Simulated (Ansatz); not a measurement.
`F[B](Cl)[GeH3]`. The species carries charge 0 and has multiplicity 1. The geometry is a stationary point of PBE0-D4/def2-TZVP.

```xyz
7

F    -0.108   -2.201    0.265
B    -0.334   -0.955    0.617
Cl   -1.196   -0.694    2.121
Ge    0.295    0.646   -0.541
H     1.025    0.179   -1.809
H     1.239    1.531    0.288
H    -0.922    1.493   -0.942
```

What is the dipole moment at PBE/def2-TZVPP? (Estimate.)

Computed: 0.49 D, with components (0.12, 0.41, -0.23) D in this frame, pointing from negative to positive charge.

And with r2SCAN, B3LYP, ωB97M-V? (An estimate is asked.)

Ansatz gave: r2SCAN 0.56 D, B3LYP 0.58 D, ωB97M-V 0.60 D.

Give the Mulliken charges with PBE, r2SCAN, ωB97M-V in def2-TZVPP. (Best estimate.)

The calculation gave: 
```csv
atom,PBE,r2SCAN,ωB97M-V
F1,-0.15,-0.21,-0.18
B2,0.28,0.34,0.31
Cl3,-0.10,-0.12,-0.09
Ge4,-0.03,0.01,-0.10
H5,0.00,-0.01,0.02
H6,0.00,-0.01,0.02
H7,0.00,-0.01,0.02
```

B3LYP here is the variant with VWN-RPA as its local correlation; programs differ in this.
